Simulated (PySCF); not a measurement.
**Polarisability and C₆ of Se⁺ (selenium, charge +1)**

[Ar] 3d10 4s1 4p3 5s1, high-spin 6S determinant (an excited configuration). Computed with PySCF 2.14 in aug-cc-pVQZ-PP with one added diffuse shell each of s, p, d, f, g type with ECP10MDF (8s7p6d4f3g, 114 functions), with a scalar-relativistic core potential. Coupled (time-dependent) response in atomic units; α is the mean over directions.

| method | mean α (bohr³) | C₆ (like pair) | S(−4) |
| --- | --- | --- | --- |
| TPSSh | 178.0 | 2096 | 25920 |

S(−4) is the Cauchy moment in α(ω) = α(0) + S(−4) ω² + …

α(iu) at TPSSh:

```tsv
u (hartree)	α(iu) (bohr³)
0	178.0
0.0500	131.1
0.100	75.48
0.200	31.80
0.300	18.69
0.500	9.839
0.750	5.798
1.00	3.859
1.50	2.082
2.00	1.320
3.00	0.6899
5.00	0.3011
```

A single London oscillator, α(iu) = α/(1 + u²/ω²), gives C₆ = (3/4) ω α². Matching the computed C₆ needs ω = 4 × 2096 / (3 × 178.0²) = 0.0882 hartree.

For an ion, C₆ is the dispersion term alone; charge-induced terms of lower order in 1/R come first.

Energies and moments cover only the electrons outside the core potential. The outer electron is Rydberg-like, and this basis confines it to a smaller radius and binds it less than a complete one would.
